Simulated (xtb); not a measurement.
benzonitrile (C$_{7}$H$_{5}$N), singlet, from a rough starting geometry; GFN2-xTB (xtb).

Here is a job for xtb.
```
$ xtb mol.xyz --gfn 2 --opt vtight --json

# file mol.xyz
13

N      3.60217910     0.66095322     0.02028112
C      2.39347817     0.45528129     0.02417813
C      1.07360640     0.22343037    -0.03055785
C      0.14216066     1.21961771     0.10620382
C     -1.19921448     0.97997383     0.09230450
C     -1.71809272    -0.27746400     0.03052768
C     -0.81085995    -1.34954656    -0.11375132
C      0.59365441    -1.11586939    -0.10251279
H      0.54319072     2.27938212     0.14137511
H     -1.90767533     1.80780824     0.14948631
H     -2.77219455    -0.47572592    -0.05548097
H     -1.16674051    -2.36513955    -0.18405558
H      1.25577333    -1.96809525    -0.14997271
```

It wrote (shortened):

```
   ID    Z sym.   atoms
    1    7 N      1
    2    6 C      2-8
    3    1 H      9-13

           -------------------------------------------------
          |                Calculation Setup                |
           -------------------------------------------------

           -------------------------------------------------
          |                 G F N 2 - x T B                 |
           -------------------------------------------------

          ...................................................
          :                      SETUP                      :
          :.................................................:
          :  # basis functions                  37          :
          :  # atomic orbitals                  37          :
          :  # shells                           21          :
          :  # electrons                        38          :
          :  max. iterations                   250          :
          :  Hamiltonian                  GFN2-xTB          :
          :  restarted?                      false          :
          :  GBSA solvation                  false          :
          :  PC potential                    false          :
          :  electronic temp.          300.0000000     K    :
          :  accuracy                    1.0000000          :
          :  -> integral cutoff          0.2500000E+02      :
          :  -> integral neglect         0.1000000E-07      :
          :  -> SCF convergence          0.1000000E-05 Eh   :
          :  -> wf. convergence          0.1000000E-03 e    :
          :  Broyden damping             0.4000000          :
          :  net charge                          0          :
          :  unpaired electrons                  0          :
          ...................................................

 iter      E             dE          RMSdq      gap      omega  full diag
   1    -20.7338494 -0.207338E+02  0.634E+00    3.61       0.0  T
   2    -20.7251355  0.871389E-02  0.423E+00    3.69       1.0  T
   3    -20.6398602  0.852753E-01  0.354E+00    3.24       1.0  T
   4    -20.7636478 -0.123788E+00  0.516E-01    3.56       1.0  T
   5    -20.7648664 -0.121865E-02  0.177E-01    3.54       1.0  T
   6    -20.7651617 -0.295238E-03  0.571E-02    3.55       1.0  T
   7    -20.7651632 -0.157673E-05  0.292E-02    3.55       1.0  T
   8    -20.7651647 -0.148910E-05  0.115E-02    3.55       2.4  T
   9    -20.7651656 -0.899195E-06  0.307E-03    3.55       9.0  T
  10    -20.7651657 -0.220372E-07  0.157E-03    3.55      17.6  T
  11    -20.7651657 -0.675780E-08  0.685E-04    3.55      40.5  T
  12    -20.7651657 -0.215067E-08  0.137E-04    3.55     203.1  T

   *** convergence criteria satisfied after 12 iterations ***

         :::::::::::::::::::::::::::::::::::::::::::::::::::::
         ::                     SUMMARY                     ::
         :::::::::::::::::::::::::::::::::::::::::::::::::::::
         :: total energy             -20.376257079000 Eh    ::
         :: gradient norm              0.271825022060 Eh/a0 ::
         :: HOMO-LUMO gap              3.550439874639 eV    ::
         ::.................................................::
         :: SCC energy               -20.765156560352 Eh    ::
         :: -> isotropic ES            0.009929272503 Eh    ::
         :: -> anisotropic ES          0.002224241768 Eh    ::
         :: -> anisotropic XC          0.027548138036 Eh    ::
         :: -> dispersion             -0.010158344955 Eh    ::
         :: repulsion energy           0.388899481352 Eh    ::
         :: add. restraining           0.000000000000 Eh    ::
         :: total charge               0.000000000000 e     ::
         :::::::::::::::::::::::::::::::::::::::::::::::::::::

      -----------------------------------------------------------
     |                   =====================                   |
     |                        A N C O P T                        |
     |                   =====================                   |
     |               Approximate Normal Coordinate               |
     |                Rational Function Optimizer                |
      -----------------------------------------------------------
      -----------------------------------------------------------
     |                   =====================                   |
     |                        A N C O P T                        |
     |                   =====================                   |
     |               Approximate Normal Coordinate               |
     |                Rational Function Optimizer                |
      -----------------------------------------------------------

          ...................................................
          :                      SETUP                      :
          :.................................................:
          :   optimization level         verytight          :
          :   max. optcycles                   260          :
          :   ANC micro-cycles                  20          :
          :   degrees of freedom                33          :
          :.................................................:
          :   RF solver                   davidson          :
          :   write xtbopt.log                true          :
          :   linear?                        false          :
          :   energy convergence         0.1000000E-06 Eh   :
          :   grad. convergence          0.2000000E-03 Eh/α :
          :   maxmium RF displ.          1.0000000          :
          :   Hlow (freq-cutoff)         0.1000000E-01      :
          :   Hmax (freq-cutoff)         5.0000000          :
          :   S6 in model hess.         20.0000000          :
          ...................................................

generating ANC from exact Hessian ...
Using Lindh-Hessian (1995)
 Shifting diagonal of input Hessian by    4.7604117450600605E-003
 Lowest  eigenvalues of input Hessian
[...]
 * total energy  :   -20.3762571 Eh     change       -0.4217071E-10 Eh
 * total energy  :   -20.3979259 Eh     change       -0.2166879E-01 Eh
 * total energy  :   -20.3995918 Eh     change       -0.1665956E-02 Eh
 * total energy  :   -20.3997763 Eh     change       -0.1844808E-03 Eh
 * total energy  :   -20.3997961 Eh     change       -0.1975643E-04 Eh
 * total energy  :   -20.3998187 Eh     change       -0.2264880E-04 Eh
 * total energy  :   -20.3998229 Eh     change       -0.4177152E-05 Eh
 * total energy  :   -20.3998256 Eh     change       -0.2695521E-05 Eh
 * total energy  :   -20.3998263 Eh     change       -0.6750807E-06 Eh
 * total energy  :   -20.3998264 Eh     change       -0.9272780E-07 Eh
   *** GEOMETRY OPTIMIZATION CONVERGED AFTER 10 ITERATIONS ***
         :: total energy             -20.399826356707 Eh    ::
[...]
         :: add. restraining           0.000000000000 Eh    ::
         :: total charge              -0.000000000000 e     ::
         :::::::::::::::::::::::::::::::::::::::::::::::::::::

           -------------------------------------------------
          |                Property Printout                |
           -------------------------------------------------

    * Orbital Energies and Occupations

         #    Occupation            Energy/Eh            Energy/eV
      -------------------------------------------------------------
         1        2.0000           -0.6707130             -18.2510
       ...           ...                  ...                  ...
         7        2.0000           -0.5639336             -15.3454
         8        2.0000           -0.5309179             -14.4470
         9        2.0000           -0.5237487             -14.2519
        10        2.0000           -0.5133853             -13.9699
        11        2.0000           -0.5072166             -13.8021
        12        2.0000           -0.5006740             -13.6240
        13        2.0000           -0.4820051             -13.1160
        14        2.0000           -0.4755910             -12.9415
        15        2.0000           -0.4592098             -12.4957
        16        2.0000           -0.4433237             -12.0635
        17        2.0000           -0.4291598             -11.6780
        18        2.0000           -0.4236247             -11.5274
        19        2.0000           -0.4216354             -11.4733 (HOMO)
        20                         -0.2755285              -7.4975 (LUMO)
        21                         -0.2465799              -6.7098
        22                         -0.2074834              -5.6459
        23                         -0.1755319              -4.7765
        24                         -0.0905468              -2.4639
        25                          0.0975520               2.6545
        26                          0.1086176               2.9556
        27                          0.1515057               4.1227
        28                          0.1518480               4.1320
        29                          0.1700265               4.6267
        30                          0.1898939               5.1673
       ...                                ...                  ...
        37                          1.1692608              31.8172
      -------------------------------------------------------------
                  HL-Gap            0.1461069 Eh            3.9758 eV
             Fermi-level           -0.3485820 Eh           -9.4854 eV

     #   Z          covCN         q      C6AA      α(0)
     1   7 N        0.911    -0.232    26.083     7.386
     2   6 C        1.912     0.112    28.339     8.597
     3   6 C        2.974     0.021    27.531     8.607
     4   6 C        2.927    -0.019    28.483     8.752
     5   6 C        2.919    -0.025    28.615     8.772
     6   6 C        2.920    -0.021    28.535     8.760
     7   6 C        2.919    -0.024    28.615     8.772
     8   6 C        2.926    -0.019    28.483     8.752
     9   1 H        0.926     0.043     2.410     2.428
    10   1 H        0.926     0.041     2.442     2.444
    11   1 H        0.926     0.040     2.443     2.444
    12   1 H        0.926     0.041     2.442     2.444
    13   1 H        0.926     0.043     2.410     2.428

 Mol. C6AA /au·bohr⁶  :       2515.176445
 Mol. C8AA /au·bohr⁸  :      63225.404880
 Mol. α(0) /au        :         80.585959

Wiberg/Mayer (AO) data.
largest (>0.10) Wiberg bond orders for each atom

 ---------------------------------------------------------------------------
     #   Z sym  total        # sym  WBO       # sym  WBO       # sym  WBO
 ---------------------------------------------------------------------------
     1   7 N    2.979 --     2 C    2.806
     2   6 C    3.947 --     1 N    2.806     3 C    1.093
     3   6 C    3.990 --     8 C    1.363     4 C    1.363     2 C    1.093
                             6 C    0.102
     4   6 C    3.992 --     5 C    1.455     3 C    1.363     9 H    0.970
                             7 C    0.107
     5   6 C    3.992 --     4 C    1.455     6 C    1.432    10 H    0.970
                             8 C    0.107
     6   6 C    3.966 --     7 C    1.432     5 C    1.432    11 H    0.971
                             3 C    0.102
     7   6 C    3.992 --     8 C    1.455     6 C    1.432    12 H    0.970
                             4 C    0.107
     8   6 C    3.992 --     7 C    1.455     3 C    1.363    13 H    0.970
                             5 C    0.107
     9   1 H    0.998 --     4 C    0.970
    10   1 H    0.997 --     5 C    0.970
    11   1 H    0.998 --     6 C    0.971
    12   1 H    0.997 --     7 C    0.970
    13   1 H    0.998 --     8 C    0.970
 ---------------------------------------------------------------------------

Topologies differ in total number of bonds
Writing topology from bond orders to xtbtopo.mol

molecular dipole:
                 x           y           z       tot (Debye)
 q only:       -1.171      -0.209      -0.008
   full:       -1.633      -0.291      -0.011       4.215
molecular quadrupole (traceless):
                xx          xy          yy          xz          yz          zz
 q only:       -7.383      -2.329       5.168      -0.092       0.247       2.215
  q+dip:       -9.720      -3.511       9.200      -0.170       0.697       0.520
   full:      -12.594      -3.922       8.567      -0.158       0.381       4.027

optimized geometry written to: xtbopt.xyz

           -------------------------------------------------
          | TOTAL ENERGY              -20.399826356707 Eh   |
          | GRADIENT NORM               0.000071877762 Eh/α |
          | HOMO-LUMO GAP               3.975771037826 eV   |
           -------------------------------------------------

normal termination of xtb
```
